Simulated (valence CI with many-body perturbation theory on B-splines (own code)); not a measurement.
**Ni23+: one-electron terms**

Computed by valence CI with perturbative core correlation (CI+MBPT): three valence electrons over a frozen Dirac-Fock core [He], a basis of 11 s, 11 p, 10 d, 8 f, 5 g, 2 h functions for each j, with the one-electron correlation potential Σ1, the two-electron term Σ2, the three-electron term Σ3, Breit, model QED; selected CI, second order for the rest, scaled by the run's own slope (own B-spline code, finite nucleus).

No measured levels were compared; by estimate levels of excited configurations hold to 0.05 to 0.15 % of their energy, terms of the ground configuration to about 0.5 %.

These are the spectroscopic orbitals of the CI (the correlating ones are not listed), shaped by the core and the other valence electrons. h is the expectation value of the core's Dirac-Fock operator, without the valence repulsion; Σ1 is computed up to l = 3 at one energy for each symmetry, that of its lowest orbital but kept below the first core excitation, so for empty shells it is not the orbital's own correlation shift; Breit and QED include the response of the core.

```
Orbital  h (hartree)  Σ1 (cm⁻¹)  Breit (cm⁻¹)  QED (cm⁻¹)  ⟨r⟩ (bohr)
  2s1/2      -88.166      -1195          5322        4624      0.2261
  3s1/2      -38.621       -283          1487        1331      0.5228
  4s1/2      -21.545       -108           593         538      0.9485
  5s1/2      -13.721      -53.2           297         270       1.498
  6s1/2      -9.4968      -30.1           169         155       2.172
  7s1/2      -6.9607      -18.7           106        96.6       2.970
  2p1/2        -86.2      -2725         10335        -262      0.1926
  3p1/2      -38.054       -592          2822       -76.4      0.4954
  4p1/2      -21.311       -225          1139       -31.4      0.9252
  5p1/2      -13.602       -110           572       -15.9       1.479
  6p1/2      -9.4282      -61.9           327        -9.1       2.158
  7p1/2      -6.9177      -38.4           205        -5.7       2.961
  2p3/2      -85.365      -2549          4486         129      0.1952
  3p3/2      -37.807       -554          1194        33.7      0.4990
  4p3/2      -21.207       -210           493        13.6      0.9300
  5p3/2      -13.549       -103           247         6.8       1.485
  6p3/2      -9.3977      -58.0           141         3.9       2.166
  7p3/2      -6.8985      -36.0          88.1         2.4       2.969
  3d3/2      -37.559       -241          90.1       -16.2      0.4267
  4d3/2      -21.102       -102          48.9        -6.3      0.8615
  5d3/2      -13.495      -52.0          26.7        -3.2       1.421
  6d3/2      -9.3667      -30.1          16.2        -1.8       2.104
  7d3/2       -6.879      -18.9          10.5        -1.1       2.912
  3d5/2      -37.484       -236          28.0        19.4      0.4279
  4d5/2      -21.071        -99          15.1         8.5      0.8630
  5d5/2      -13.479      -50.7           8.0         4.4       1.422
  6d5/2      -9.3573      -29.3           4.8         2.6       2.107
  7d5/2      -6.8731      -18.5           3.1         1.6       2.914
  4f5/2      -21.036      -20.0           0.5        -3.8      0.7467
  5f5/2      -13.463      -11.3           0.4        -1.9       1.308
  6f5/2      -9.3485       -6.8           0.3        -1.1       1.994
  7f5/2      -6.8676       -4.4           0.2        -0.7       2.804
  4f7/2      -21.021      -19.9           0.1         3.1      0.7475
  5f7/2      -13.455      -11.2           0.1         1.6       1.309
  6f7/2      -9.3439       -6.8           0.1         1.0       1.995
  7f7/2      -6.8647       -4.4           0.0         0.6       2.805
  5g7/2       -13.45                      0.0        -1.2       1.144
  6g7/2      -9.3405                      0.0        -0.7       1.831
  7g7/2      -6.8624                      0.0        -0.4       2.643
  5g9/2      -13.445                      0.0         0.9       1.145
  6g9/2      -9.3378                      0.0         0.5       1.832
  7g9/2      -6.8607                      0.0         0.3       2.643
  6h9/2      -9.3374                                            1.624
 6h11/2      -9.3356                                            1.624
```

Among the shells of the start configuration 2s2 2p1, Σ1 is largest in size for 2p1/2, where it is 0.014 % of h.

Lowest root of each symmetry, sizes in configuration state functions:

| J | Parity | Roots | Reference | Variational | Second order | Change by selected CI (cm⁻¹) | Change by second order (cm⁻¹) |
| --- | --- | --- | --- | --- | --- | --- | --- |
| 1/2 | even | 29 | 82 | 15789 | 17648 | -4779 | 0 |
| 3/2 | even | 36 | 120 | 25509 | 34442 | -4244 | -1 |
| 5/2 | even | 32 | 121 | 29072 | 54552 | -4711 | -1 |
| 7/2 | even | 15 | 89 | 22666 | 59229 | -6791 | -8 |
| 9/2 | even | 7 | 60 | 17769 | 45908 | -9259 | -2 |
| 11/2 | even | 2 | 26 | 8763 | 16111 | -9176 | -3 |
| 1/2 | odd | 28 | 80 | 15455 | 22253 | -7654 | -1 |
| 3/2 | odd | 36 | 122 | 23067 | 42229 | -7577 | -1 |
| 5/2 | odd | 26 | 116 | 27124 | 55713 | -13202 | -1 |
| 7/2 | odd | 13 | 92 | 23273 | 53044 | -7748 | -2 |
| 9/2 | odd | 3 | 55 | 12324 | 34056 | -6902 | -4 |
| 11/2 | odd | 1 | 29 | 7563 | 18009 | -11024 | -4 |
